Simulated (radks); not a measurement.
Lu40+, configuration [Ar] 3d10 4s2 4p1 (the NIST ground configuration). All-electron calculation, Dirac Kohn-Sham, relativistic LDA (MacDonald-Vosko exchange, VWN5 correlation), spin-unpolarised, spherical densities, finite nucleus; open shells fill j = l - 1/2 first; Fermi nuclear charge, rms radius 5.37 fm. Program: a radial shooting solver on a logarithmic mesh with Libxc functionals.

Normalised radial functions P(r) = r R(r) (large component), r in bohr:

```
   r/bohr * 3p1/2, o 3p3/2, + 3d3/2 (the largest magnitude, 2.39, reaches the edge; | marks zero, & curves that meet)
 0.001452                             &
 0.002081                             &*
 0.002982                             &*
 0.004274                             +o*
 0.006127                             + o*
 0.008781                             +  o*
  0.01259                             +    o *
  0.01804                             |+      o *
  0.02586                             | +         o *
  0.03736                             |    +          &
  0.05355                             |        +    *o
  0.07676                             |   *  o        +
     0.11                *   o        |                       +
   0.1577   * o                       |                          +
    0.226   o*                        |                     +
    0.324               o *           |          +
   0.4643                         o*  |  +
   0.6656                             &
    0.954                             &
    1.367                             &
```

3p1/2: eigenvalue -3960.1 eV, 1 radial node at r = 0.0835 bohr, <r> = 0.199 bohr, 90 % of the charge inside 0.298 bohr. 3p3/2: eigenvalue -3714.2 eV, 1 radial node at r = 0.0913 bohr, <r> = 0.212 bohr, 90 % of the charge inside 0.316 bohr. 3d3/2: eigenvalue -3370.5 eV, 0 radial nodes, <r> = 0.185 bohr, 90 % of the charge inside 0.287 bohr.
